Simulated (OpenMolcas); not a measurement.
Pr3+ among 6 point charges of -0.5 e arranged as a trigonal prism (D3h), 2.61 Å from the ion, with a polar angle of 51.6° against the regular 49.1°.
```
   2.0442    0.0000    1.6228  -0.50
  -1.0221    1.7703    1.6228  -0.50
  -1.0221   -1.7703    1.6228  -0.50
   2.0442    0.0000   -1.6228  -0.50
  -1.0221    1.7703   -1.6228  -0.50
  -1.0221   -1.7703   -1.6228  -0.50
```

```json
{
  "Program": "OpenMolcas 26.06",
  "Method": "CASSCF",
  "Basis": "ANO-RCC-VDZP [7s6p4d2f1g]",
  "Scalar Hamiltonian": "DKH2, point nucleus",
  "Active space": "2 electrons in 7 orbitals (4f)",
  "State averaging": "2S+1 = 3 even, 21 roots; 2S+1 = 1 even, 27 roots kept (CI in the orbitals of an earlier block)",
  "Spin-orbit coupling": "state interaction with AMFI integrals over the reference wave functions"
}
```

Q: What is the spin-free ground state (labels of D3, the rotations of D3h)?

A: 3E, 2-fold in its orbital part, 100 % from free-ion H terms; it has the highest spin that f2 allows.

Q: Where is the first state of the same spin?

A: 3E at 11.9 cm-1 above the ground state.

Q: What are the lowest two levels with spin-orbit coupling?

A: A 2-fold level E with g = 0.00, 0.00, 6.44, then a 1-fold level A2 6.0 cm-1 above it. Their leading multiplicities are 3 (98 %) and 3 (97 %).

Q: What is χT at 300 K, and how does it compare with the textbook value?

A: Hund's rules give f2 the level 3H4 with g = 0.800, so an isolated free-ion multiplet has χT = g² J(J+1) / 8 = 1.600 cm3 K/mol. The computed 1.643 at 300 K differs by +3 %, through the field's splitting, the mixing of terms and any other multiplet in reach.

Point charges carry no covalency, so the field is a model and not that of real ligands. The first state left out of the spin-orbit step lies near 62000 cm-1 above the lowest spin-free state of the reference (among the parities and spins computed), and the lists stop at four fifths of that energy or lower. No measured value stands beside these numbers.

With an even number of electrons the g values are those of a degenerate or nearly degenerate non-Kramers pair.
